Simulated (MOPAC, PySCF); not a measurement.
CH4S4, SMILES `SC(S)(S)S`, neutral singlet in the gas phase. 

Cartesian coordinates (Å):
SMILES: SC(S)(S)S
```xyz
9

S      0.3416     1.6294     0.1460
C      0.0495    -0.1204    -0.2938
S     -1.0678    -0.1000    -1.7565
S      1.5234    -1.0080    -0.9480
S     -0.5545    -1.1116     1.1180
H      1.0128     1.3884     1.2890
H     -2.1979     0.0870    -1.0558
H      2.3810    -0.5321    -0.0307
H     -1.4880    -0.2328     1.5319
```
Charge 0, multiplicity 1.

All levels are single points at this geometry (B3LYP-D3(BJ)/def2-TZVP); Pople sets use spherical d functions. Orbital energies aren't observables, and empty levels follow the basis.

BP86/6-31G* in PySCF gives HOMO (eV) = -5.95.

Q: Estimate the HOMO (eV) from each of these levels: PBE-D3(BJ)/def2-TZVP in PySCF; ωB97X-D3(BJ)/def2-TZVP in PySCF; B3LYP/3-21G in PySCF; B3LYP/6-311+G** in PySCF; B3LYP/6-31G* in PySCF; M06-2X/6-31G* in PySCF; AM1 in MOPAC; PM7 in MOPAC.

A: 
```
level                            HOMO (eV)
-------------------------------  ---------
PBE-D3(BJ)/def2-TZVP in PySCF        -5.85
ωB97X-D3(BJ)/def2-TZVP in PySCF      -9.48
B3LYP/3-21G in PySCF                 -7.03
B3LYP/6-311+G** in PySCF             -6.94
B3LYP/6-31G* in PySCF                -6.82
M06-2X/6-31G* in PySCF               -8.27
AM1 in MOPAC                         -9.33
PM7 in MOPAC                         -9.26
```
